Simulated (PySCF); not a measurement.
CH₅AlO₂, SMILES [CH3][Al]([OH])[OH] (connectivity only; charge and spin as stated), charge +1, multiplicity 2. Atoms are numbered in the order given.

```xyz
9

Al     0.1785    -0.1540     0.0000
C     -1.5836     0.9864     0.0000
H     -1.9222     0.5224     0.9530
H     -1.9222     0.5224    -0.9530
H     -1.4847     2.0834     0.0000
O     -0.1112    -1.7922     0.0000
H      0.4576    -2.5805     0.0000
O      1.4086     0.9930     0.0000
H      1.6734     1.9283     0.0000
```
Charge +1, spin multiplicity 2.

Geometry: PBE-D3(BJ)/def2-SVP. The spin state was assumed, not searched. The isomer is the one that the SMILES or the coordinates give; other isomers of the formula were not compared. Other conformers were not sampled.

All values below come from PBE/pcH-1 (PySCF).

Unrestricted Kohn–Sham, ⟨S²⟩ = 0.753. Hyperfine tensors hold the contact and dipolar terms, without spin-orbit corrections.

Computed hyperfine couplings:
```
nucleus     A(iso) (MHz)  A(iso) (G)  dipolar principal values (MHz)
----------  ------------  ----------  ------------------------------
27Al no. 1          95.2        34.0              -16.4, -16.0, 32.4
13C no. 2           40.0        14.3             -56.2, -55.6, 111.8
1H no. 3            23.5         8.4               -25.9, -5.7, 31.6
1H no. 4            23.5         8.4               -25.9, -5.7, 31.6
1H no. 5           -40.5       -14.5               -24.6, -3.3, 27.9
17O no. 6           -8.0        -2.9                  -6.0, 2.6, 3.4
1H no. 7             5.5         2.0                 -2.5, -1.2, 3.8
17O no. 8           -8.9        -3.2               -86.0, 42.5, 43.5
1H no. 9           -16.8        -6.0               -20.7, -5.4, 26.1
```

**Question.** And the g tensor (effective nuclear charges for spin-orbit coupling, GIAO)? (The exact figures need the calculation; the answer reports its results.)

**Answer.** principal values 2.0022, 2.0039, 2.0053; isotropic 2.0038.
